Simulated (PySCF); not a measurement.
palladium atom (Pd), singlet (core potentials on Pd); WB97X/def2-SVPD, TDDFT (PySCF).

Here is a job for PySCF.
```python
from pyscf import gto, scf, dft, tdscf

mol = gto.Mole()
mol.atom = '''
    Pd    0.000000    0.000000    0.000000
'''
mol.basis = 'def2-svpd'
mol.ecp = {'Pd': 'def2-svpd'}
mol.charge = 0
mol.spin = 0
mol.verbose = 4
mol.build()

mf = dft.RKS(mol)
mf.xc = 'wb97x'
mf.kernel()
td = mf.TDDFT()
td.nstates = 5
td.kernel()
td.analyze(verbose=3)
```

The log (banner, timings and long lists left out):

```
PySCF version 2.14.0

[INPUT] verbose = 4
[INPUT] num. atoms = 1
[INPUT] num. electrons = 18
[INPUT] charge = 0
[INPUT] spin (= nelec alpha-beta = 2S) = 0
[INPUT] symmetry False subgroup None
[INPUT] Mole.unit = angstrom
[INPUT] Symbol           X                Y                Z      unit          X                Y                Z       unit  Magmom
[INPUT]  1 Pd     0.000000000000   0.000000000000   0.000000000000 AA    0.000000000000   0.000000000000   0.000000000000 Bohr   0.0

nuclear repulsion = 0
number of shells = 12
number of NR pGTOs = 60
number of NR cGTOs = 34
basis = def2-svpd
ecp = {'Pd': 'def2-svpd'}

******** <class 'pyscf.dft.rks.RKS'> ********
method = RKS
initial guess = minao
damping factor = 0
level_shift factor = 0
DIIS = <class 'pyscf.scf.diis.CDIIS'>
diis_start_cycle = 1
diis_space = 8
diis_damp = 0
SCF conv_tol = 1e-09
SCF conv_tol_grad = None
SCF max_cycles = 50
direct_scf = True
direct_scf_tol = 1e-13
XC library pyscf.dft.libxc version 7.1.2
    S. Lehtola, C. Steigemann, M. J. T. Oliveira, and M. A. L. Marques,  SoftwareX 7, 1–5 (2018)
XC functionals = wb97x
    J.-D. Chai and M. Head-Gordon,  J. Chem. Phys. 128, 084106 (2008)
radial grids:
    Treutler-Ahlrichs [JCP 102, 346 (1995); DOI:10.1063/1.469408] (M4) radial grids

becke partition: Becke, JCP 88, 2547 (1988); DOI:10.1063/1.454033
pruning grids: <function nwchem_prune>
grids dens level: 3
symmetrized grids: False
atomic radii adjust function: <function treutler_atomic_radii_adjust>
small_rho_cutoff = 0
Set gradient conv threshold to 3.16228e-05
Initial guess from minao.
tot grids = 22176
init E= -116.864595451404
  HOMO = -1.13775536946424  LUMO = -0.471946003428821  gap/eV = 18.11760
cycle= 1 E= -127.379849257806  delta_E= -10.5  |g|= 1.26  |ddm|= 2.36

WARN: HOMO 0.0936648668914746 == LUMO 0.0936648668914807

cycle= 2 E= -114.832389072971  delta_E= 12.5  |g|= 4.41  |ddm|= 10.4
  HOMO = -0.496080450385627  LUMO = -0.16813213449264  gap/eV = 8.92393
cycle= 3 E= -127.721468065004  delta_E= -12.9  |g|= 0.639  |ddm|= 10.3
  HOMO = -0.214949261687241  LUMO = 0.0153012301813691  gap/eV = 6.26544
cycle= 4 E= -127.839373699273  delta_E= -0.118  |g|= 0.243  |ddm|= 0.879
  HOMO = -0.258443873308336  LUMO = 0.0059187542222765  gap/eV = 7.19367
cycle= 5 E= -127.850254274566  delta_E= -0.0109  |g|= 0.0523  |ddm|= 0.156
  HOMO = -0.281310333453301  LUMO = -0.00271573927207136  gap/eV = 7.58095
cycle= 6 E= -127.8507718723  delta_E= -0.000518  |g|= 0.00233  |ddm|= 0.0473
  HOMO = -0.27977249109711  LUMO = -0.00209366998396288  gap/eV = 7.55603
cycle= 7 E= -127.85077291366  delta_E= -1.04e-06  |g|= 0.000552  |ddm|= 0.00304
  HOMO = -0.280054458525403  LUMO = -0.00220649104092407  gap/eV = 7.56063
cycle= 8 E= -127.850773351967  delta_E= -4.38e-07  |g|= 0.000209  |ddm|= 0.00214
  HOMO = -0.280104293499689  LUMO = -0.00221401915572628  gap/eV = 7.56178
cycle= 9 E= -127.850773676319  delta_E= -3.24e-07  |g|= 0.00021  |ddm|= 0.00362
  HOMO = -0.280054866295709  LUMO = -0.00218942162146707  gap/eV = 7.56110
cycle= 10 E= -127.850773696192  delta_E= -1.99e-08  |g|= 1.65e-05  |ddm|= 0.00071
  HOMO = -0.280048210924478  LUMO = -0.00218629029917228  gap/eV = 7.56101
cycle= 11 E= -127.850773696259  delta_E= -6.62e-11  |g|= 7.05e-07  |ddm|= 2.58e-05
  HOMO = -0.280048612829285  LUMO = -0.00218645075961543  gap/eV = 7.56101
Extra cycle  E= -127.850773696259  delta_E= -2.98e-13  |g|= 2.91e-07  |ddm|= 3.18e-06
converged SCF energy = -127.850773696259

******** <class 'pyscf.tdscf.rks.TDDFT'> for <class 'pyscf.dft.rks.RKS'> ********
nstates = 5 singlet
deg_eia_thresh = 1.000e-03
wfnsym = None
conv_tol = 1e-05
eigh lindep = 1e-12
eigh level_shift = 0
eigh max_cycle = 100

Excitation energies (eV)
[1.1206195  1.1206197  1.12062023 1.12062113 1.12062116]

** Singlet excitation energies and oscillator strengths **
Excited State   1:      1.12062 eV   1106.39 nm  f=0.0000
Excited State   2:      1.12062 eV   1106.39 nm  f=0.0000
Excited State   3:      1.12062 eV   1106.39 nm  f=0.0000
Excited State   4:      1.12062 eV   1106.39 nm  f=0.0000
Excited State   5:      1.12062 eV   1106.39 nm  f=0.0000
```
